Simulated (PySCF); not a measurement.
A PySCF script (with the pyscf-properties extension) for the NMR shieldings of `InChI=1S/C6H14BFN2/c1-6(2,7(8)10)4-3-5-9/h7H,3-4H2,1-2,10H3/t7-/m1/s1`, on a GFN2-xTB geometry:

```python
import basis_set_exchange as bse
import numpy as np
from pyscf import gto, dft
from pyscf.prop import nmr

atoms = """
C    -0.718211   -0.778285   -1.162676
C    -0.300484   -0.548877    0.296300
C    -0.928668   -1.679255    1.131673
C     1.228680   -0.720860    0.463459
C     2.139977   -0.191280   -0.661137
C     1.947689    1.201509   -0.901758
N     1.732450    2.312094   -1.092535
B    -0.890441    0.869969    0.919587
N    -0.980583    2.068924   -0.210064
F    -2.246473    0.752986    1.247682
H    -0.307143   -0.023627   -1.833395
H    -1.803656   -0.749149   -1.234809
H    -0.391424   -1.759002   -1.511547
H    -2.011701   -1.613680    1.098051
H    -0.622331   -1.588292    2.170913
H    -0.627584   -2.659975    0.761449
H     1.524626   -0.250753    1.402567
H     1.457319   -1.787425    0.545763
H     3.184305   -0.355962   -0.379784
H     1.949260   -0.730309   -1.592877
H    -0.268898    1.308701    1.838273
H    -1.500271    2.821668    0.231150
H    -1.515986    1.720284   -0.999698
H    -0.062187    2.400360   -0.519031
"""
names = dict.fromkeys(["C", "N", "B", "F", "H"], "pcSseg-1")
basis = {el: gto.basis.parse(bse.get_basis(n, elements=[el], fmt="nwchem")) for el, n in names.items()}
mol = gto.M(atom=atoms, basis=basis, charge=0, verbose=0)
mf = dft.RKS(mol, xc="PBE0")
mf.grids.level = 2
mf.grids.alignment = dft.numint.BLKSIZE   # the property module wants whole blocks of grid points
mf.conv_tol = 1e-9
mf.kernel()

calc = nmr.RKS(mf)   # GIAO
C = mf.mo_coeff
Co = C[:, mf.mo_occ > 0]
resp = mf.gen_response(singlet=True, hermi=2)
def vind(x):   # induced exchange potential for any number of trial vectors
    d = np.einsum("pi,xij,qj->xpq", C, 2 * x.reshape(-1, C.shape[1], Co.shape[1]), Co, optimize=True)
    return np.einsum("xpq,pi,qj->xij", resp(d - d.transpose(0, 2, 1)), C, Co, optimize=True).ravel()
mo1, _ = nmr.rhf.solve_mo1(calc, with_cphf=vind)
sigma = calc.kernel(mo1)
for i, s in enumerate(sigma):   # ppm
    print("%2d %-2s %9.2f" % (i, mol.atom_pure_symbol(i), np.trace(s) / 3))
```

Q: Give the expected output.

A: 
```
 0 C     165.58
 1 C     162.78
 2 C     155.51
 3 C     145.87
 4 C     172.51
 5 C      50.57
 6 N     -17.21
 7 B      99.46
 8 N     204.73
 9 F     385.62
10 H      31.09
11 H      30.57
12 H      31.13
13 H      30.24
14 H      30.57
15 H      31.43
16 H      29.57
17 H      30.50
18 H      29.43
19 H      29.42
20 H      28.51
21 H      28.88
22 H      28.96
23 H      25.00
```

These numbers come from an equivalent density-fitted implementation of the same equations, which agrees with the script to about 0.01 ppm for H and up to a few tenths of a ppm for heavy atoms, so last digits may differ.

Size and cost of the density-fitted run: 240 basis functions, 64 s wall time on 1 thread of an Arm Neoverse V2, shared host; peak memory 1.1 GiB.
